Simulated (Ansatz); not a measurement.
`B[N]([GeH3])C=C` + `OB(O)O` → `OB(O)[O][GeH3]` + `BNC=C`  (ligand exchange at a Ge–N bond)

Calculated with Ansatz (gas phase, PBE0-D4/def2-TZVP geometries, no zero-point term in ΔE). CBS: MP2 limit from def2 TZ/QZ plus the TZ coupled-cluster correction, frozen cores. This one scheme is used for every species. DFT in def2-TZVPP. B3LYP here is the variant with VWN-RPA as its local correlation; programs differ in this. For Ge outer-core shells are correlated without core-valence functions, which leaves a few kJ/mol of doubt a bond. Scalar relativity is left out up to krypton. Each species was taken in one conformer, which may not be the lowest.

```csv
level,ΔE (kJ/mol)
B3LYP-D4,-35.4
ωB97X-V,-35.3
PBE0,-34.4
HF/def2-TZVPP,-50.8
MP2/def2-TZVPP,-25.0
HF/def2-QZVPP,-51.6
MP2/def2-QZVPP,-24.1
MP2/CBS(def2),-23.0
```

Question: What does CCSD(T)/CBS give? (Estimate.)

Answer: Computed: -26.5 kJ/mol. The listed levels differ from it by -8.9, -8.8, -7.9, -24.3, 1.5, -25.1, 2.4, 3.5 kJ/mol.

Largest T1 diagnostic among the species: 0.013.

The D4 term adds +7.2 kJ/mol with B3LYP and +3.8 kJ/mol with PBE0; it sums over pairs of atoms, weighted by their polarisabilities, and B3LYP, whose exchange is more repulsive, gets the larger term. In def2-TZVPP, CCSD(T) changes the Hartree–Fock value by +22.3 kJ/mol (the triples alone add +2.9 kJ/mol) and MP2 by +25.9 kJ/mol.
